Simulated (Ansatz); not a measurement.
C10H19NO2Zr (`C[O][Zr]1234([O]C)([N](C)C)[C@@H]5[C@H]1[C@H]2[C@@]3(C)[C@@H]54`) at its PBE0-D4/def2-TZVP geometry, where that method's forces vanish. Total charge 0; spin multiplicity 1. Zr takes the def2 core potential.

```xyz
33

C    -2.0853    2.7444   -1.1754
O    -1.6835    1.5266   -0.6577
Zr   -0.5338   -0.0087   -0.3695
O    -1.3387   -1.6092   -1.1129
C    -1.4942   -2.6837   -1.9696
N    -0.6502   -0.3156    1.6587
C    -0.7461    0.7494    2.6200
C    -0.4868   -1.6023    2.2793
C     1.0905    1.1128   -2.0013
C     1.2468   -0.2681   -2.1916
C     1.7854   -0.8124   -1.0006
C     1.9892    0.2367   -0.0756
C     2.6348    0.1252    1.2637
C     1.5326    1.4234   -0.6925
H    -1.2407    3.2954   -1.6117
H    -2.8413    2.6088   -1.9584
H    -2.5249    3.3711   -0.3900
H    -2.2812   -2.4878   -2.7079
H    -1.7753   -3.5846   -1.4109
H    -0.5652   -2.9023   -2.5144
H     0.1505    0.8224    3.2574
H    -0.8809    1.7136    2.1213
H    -1.6059    0.6083    3.2930
H    -1.3344   -1.8413    2.9401
H    -0.4307   -2.3939    1.5265
H     0.4253   -1.6588    2.8962
H     0.6748    1.8119   -2.7125
H     0.9734   -0.8253   -3.0760
H     2.0205   -1.8543   -0.8291
H     2.4540   -0.8511    1.7155
H     3.7181    0.2551    1.1767
H     2.2648    0.8874    1.9510
H     1.5385    2.4068   -0.2418
```

What forces (eV/Å) does PBE-D4/def2-TZVPP give on these atoms in Ansatz 0.2.0? (Estimate.)

The calculation gave: 
```
C1  -0.058  0.174 -0.085
O2  -0.048 -0.193  0.161
Zr3  0.174  0.023 -0.045
O4  -0.081  0.127  0.209
C5  -0.021 -0.150 -0.134
N6  -0.075  0.008 -0.097
C7   0.001  0.087  0.029
C8   0.021 -0.091  0.003
C9  -0.059  0.233 -0.219
C10 -0.013 -0.173 -0.275
C11  0.089 -0.284  0.000
C12  0.126 -0.028  0.301
C13 -0.012  0.003 -0.028
C14  0.023  0.288  0.078
H15  0.177  0.134 -0.101
H16 -0.171 -0.007 -0.176
H17 -0.101  0.152  0.163
H18 -0.173  0.022 -0.172
H19 -0.064 -0.211  0.111
H20  0.197 -0.061 -0.129
H21  0.189  0.026  0.150
H22 -0.027  0.195 -0.095
H23 -0.180 -0.026  0.157
H24 -0.177 -0.059  0.153
H25  0.012 -0.162 -0.147
H26  0.195 -0.026  0.142
H27 -0.087  0.153 -0.155
H28 -0.056 -0.121 -0.193
H29  0.053 -0.222  0.037
H30 -0.021 -0.196  0.106
H31  0.224  0.024  0.004
H32 -0.059  0.152  0.153
H33  0.004  0.209  0.097
```
